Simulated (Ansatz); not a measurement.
Consider the substitution at a C–C bond: `CCCCCCl` + silanol → `CCCO[SiH3]` + `CCCl`.

Gas-phase electronic energies from Ansatz, PBE0-D4/def2-TZVP geometries. CBS: MP2 limit from def2 TZ/QZ plus the TZ coupled-cluster correction, frozen cores. Functionals use def2-TZVPP. B3LYP here is the variant with VWN-RPA as its local correlation; programs differ in this. Each species was taken in one conformer, which may not be the lowest.

Q: Is it downhill or uphill in electronic energy at CCSD(T)/CBS, and by how much? (An estimate is asked.)

A: Ansatz gave: Uphill: ΔE = +10.6 kcal/mol.

Q: What do these levels give: PBE-D4, PBE0-D4, ωB97M-V, B3LYP, SCS-MP2/def2-TZVPP, HF/CBS(def2)? (Estimate.)

A: Computed: PBE-D4 9.0, PBE0-D4 9.5, ωB97M-V 9.5, B3LYP 7.2, SCS-MP2/def2-TZVPP 10.1, HF/CBS(def2) 6.4 kcal/mol.

Largest T1 diagnostic among the species: 0.011.

The D4 term adds +0.7 kcal/mol with B3LYP and +0.4 kcal/mol with PBE0; it sums over pairs of atoms, weighted by their polarisabilities, and B3LYP, whose exchange is more repulsive, gets the larger term. In def2-TZVPP, CCSD(T) changes the Hartree–Fock value by +3.6 kcal/mol (the triples alone add +0.3 kcal/mol) and MP2 by +5.1 kcal/mol.
